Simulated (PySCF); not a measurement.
# Steps of a relaxation of PbF4

PbF4 (singlet; a saddle point, relaxed within its symmetry). PySCF 2.14.0, RKS r2SCAN, Pb def2-SVP with ECP60, F def2-SVP; non-relativistic Hamiltonian with scalar-relativistic core potentials where named; density fitting; no spin-orbit coupling. Origin of the start: template. Columns: position (Å) and force (eV/Å). Energies are counted from the last step; some of the 5 steps are shown. Forces carry noise of the integration grid, about 0.01 to 0.03 eV/Å.

Run from Python with OMP_NUM_THREADS=2. Where DIIS fails, smearing, a level shift and second-order steps follow.
It took 9 s on 2 threads of Arm Neoverse V2 (shared host), from the converged density of the start.

```xyz
5
step 0  E = 1.656 eV
Pb    0.0000    0.0000    0.0000     0.00    0.00    0.00
F     1.8576    0.0000    0.0000     5.73    0.00    0.00
F     0.0000    1.8576    0.0000     0.00    5.73    0.00
F    -1.8576    0.0000    0.0000    -5.73    0.00    0.00
F     0.0000   -1.8576    0.0000     0.00   -5.73    0.00
```

```xyz
5
step 1  E = 0.011 eV
Pb    0.0000    0.0000    0.0000     0.00    0.00    0.00
F     2.0091    0.0000    0.0000     0.37    0.00    0.00
F     0.0000    2.0091    0.0000     0.00    0.37    0.00
F    -2.0091    0.0000    0.0000    -0.37    0.00    0.00
F     0.0000   -2.0091    0.0000     0.00   -0.37    0.00
```

```xyz
5
step 3  E = 0.000 eV
Pb    0.0000    0.0000    0.0000     0.00    0.00    0.00
F     2.0254    0.0000    0.0000     0.01    0.00    0.00
F     0.0000    2.0254    0.0000     0.00    0.01    0.00
F    -2.0254    0.0000    0.0000    -0.01    0.00    0.00
F     0.0000   -2.0254    0.0000     0.00   -0.01    0.00
```

Where does the relaxation end?

It converges at step 4 in D4h:
```xyz
5
step 4  E = 0
Pb    0.0000    0.0000    0.0000
F     2.0257    0.0000    0.0000
F     0.0000    2.0257    0.0000
F    -2.0257    0.0000    0.0000
F     0.0000   -2.0257    0.0000
```

How did the contacts change?


```csv
contact,start (Å),end (Å)
Pb1–F2 (F),1.858,2.026
Pb1–F3 (F),1.858,2.026
Pb1–F4 (F),1.858,2.026
Pb1–F5 (F),1.858,2.026
```
